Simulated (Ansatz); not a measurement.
Basis sets compared for [NbF6]- (NbF6⁻). Total charge -1; singlet. Geometry PBE0-D4/def2-SVPD. Ansatz on 4 threads of Arm Neoverse V1 on a shared host; times are rough, and most runs start from earlier orbitals.

```xyz
7

Nb    0.0000    0.0000    0.0000
F     0.4568    1.0990    1.4873
F    -0.4568   -1.0991   -1.4872
F    -0.1534   -1.5041    1.1587
F     0.1534    1.5043   -1.1586
F     1.8429   -0.3977   -0.2723
F    -1.8429    0.3976    0.2722
```

In the def2 sets Nb takes a core potential; there is no spin–orbit coupling.

```csv
level,functions,energy (Eh),HOMO (eV),LUMO (eV),wall time
PBE-D4/def2-SVPD,172,-655.5864,-4.44,1.38,2 s
PBE0-D4/def2-SVPD,172,-655.5157,-6.52,2.05,2.7 s
```

Question: Estimate the rows for PBE-D4/def2-TZVPD, PBE0-D4/def2-TZVPD.

Answer: 
```
             level  functions  energy (Eh)  HOMO (eV)  LUMO (eV)  wall time
 PBE-D4/def2-TZVPD        280    -656.2875      -4.33       1.53      3.3 s
PBE0-D4/def2-TZVPD        280    -656.2203      -6.38       2.22      5.5 s
```
